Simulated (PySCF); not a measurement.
# Radial density of Fe (iron, neutral)

TPSSh, [Ar] 3d5 4s2 4p1, high-spin 7P determinant (an excited configuration). Computed with PySCF 2.14 in aug-cc-pVDZ (7s6p4d2f, 59 functions), with the non-relativistic Hamiltonian (point nucleus).

```json
{"r (bohr)": "0.00104", "4πr²ρ (e/bohr)": "0.1527", "4πr²(ρα − ρβ)": "0.0000"}
{"r (bohr)": "0.00175", "4πr²ρ (e/bohr)": "0.4163", "4πr²(ρα − ρβ)": "0.0001"}
{"r (bohr)": "0.00294", "4πr²ρ (e/bohr)": "1.107", "4πr²(ρα − ρβ)": "0.0001"}
{"r (bohr)": "0.00494", "4πr²ρ (e/bohr)": "2.823", "4πr²(ρα − ρβ)": "0.0004"}
{"r (bohr)": "0.00830", "4πr²ρ (e/bohr)": "6.707", "4πr²(ρα − ρβ)": "0.0009"}
{"r (bohr)": "0.0140", "4πr²ρ (e/bohr)": "14.16", "4πr²(ρα − ρβ)": "0.0018"}
{"r (bohr)": "0.0235", "4πr²ρ (e/bohr)": "24.55", "4πr²(ρα − ρβ)": "0.0032"}
{"r (bohr)": "0.0395", "4πr²ρ (e/bohr)": "31.13", "4πr²(ρα − ρβ)": "0.0051"}
{"r (bohr)": "0.0665", "4πr²ρ (e/bohr)": "26.79", "4πr²(ρα − ρβ)": "0.0134"}
{"r (bohr)": "0.112", "4πr²ρ (e/bohr)": "25.95", "4πr²(ρα − ρβ)": "0.0707"}
{"r (bohr)": "0.188", "4πr²ρ (e/bohr)": "34.87", "4πr²(ρα − ρβ)": "0.3878"}
{"r (bohr)": "0.316", "4πr²ρ (e/bohr)": "19.99", "4πr²(ρα − ρβ)": "1.7532"}
{"r (bohr)": "0.532", "4πr²ρ (e/bohr)": "14.19", "4πr²(ρα − ρβ)": "4.3795"}
{"r (bohr)": "0.895", "4πr²ρ (e/bohr)": "13.65", "4πr²(ρα − ρβ)": "4.3244"}
{"r (bohr)": "1.51", "4πr²ρ (e/bohr)": "3.414", "4πr²(ρα − ρβ)": "1.6622"}
{"r (bohr)": "2.53", "4πr²ρ (e/bohr)": "1.344", "4πr²(ρα − ρβ)": "0.5135"}
{"r (bohr)": "4.26", "4πr²ρ (e/bohr)": "0.4313", "4πr²(ρα − ρβ)": "0.1739"}
{"r (bohr)": "7.16", "4πr²ρ (e/bohr)": "0.02685", "4πr²(ρα − ρβ)": "0.0187"}
{"r (bohr)": "12.0", "4πr²ρ (e/bohr)": "0.0002047", "4πr²(ρα − ρβ)": "0.0002"}
```
